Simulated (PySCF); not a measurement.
Si(H)2(Me)2 (C2H8Si), SMILES C[SiH2]C. Coordinates come from a B3LYP-D3(BJ)/def2-SVP optimisation. The isomer is the one that the SMILES or the coordinates give; other isomers of the formula were not compared.

Level of theory: PySCF 2.14.0 with B3LYP-D3(BJ)/def2-SVP.

Harmonic wavenumbers (cm⁻¹): 160, 177, 206, 464, 580, 641, 649, 719, 856, 880, 892, 926, 963, 1268, 1274, 1432, 1434, 1441, 1444, 2196, 2201, 3028, 3028, 3117, 3118, 3122, 3122. Rotational constants (GHz): 16.47, 5.829, 4.808; symmetry number 2.

Work out the zero-point energy and the ideal-gas rigid-rotor harmonic-oscillator thermochemistry at 298.15 K and 1 atm.

ZPE = ½ Σ hcν = ½ × 39340 cm⁻¹ = 235.30 kJ/mol. H − E(el) = 252.83 kJ/mol. Entropy in J/(mol K): translation 159.84, rotation 94.90, vibration 42.20, total 296.94. G − E(el) = 164.29 kJ/mol. Cp = 91.26 J/(mol K).
